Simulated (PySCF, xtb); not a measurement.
Be(OH)(NMe2) (C₂H₇BeNO), SMILES C[N](C)[Be][OH]. The values are those of a single conformer.

Harmonic wavenumbers (cm⁻¹) from GFN2-xTB run with xtb 6.7.1 at its own minimum, in rising order: 78, 152, 222, 233, 312, 322, 360, 400, 480, 581, 1012, 1058, 1098, 1135, 1185, 1236, 1414, 1416, 1458, 1486, 1493, 1505, 1519, 2843, 2845, 2877, 2888, 3024, 3026, 3884.

What does PBE0-D3(BJ)/def2-SVP run with PySCF give at its own minimum? (An estimate is asked for; the answer gives what the named calculation found.)

120, 152, 239, 262, 296, 349, 360, 475, 510, 620, 1023, 1091, 1108, 1169, 1257, 1261, 1430, 1446, 1452, 1458, 1481, 1485, 1615, 2971, 2978, 3025, 3035, 3118, 3118, 4029. Paired by order, the mean absolute difference is 52 cm⁻¹ and the zero-point energies are 59.4 and 61.4 kcal/mol.
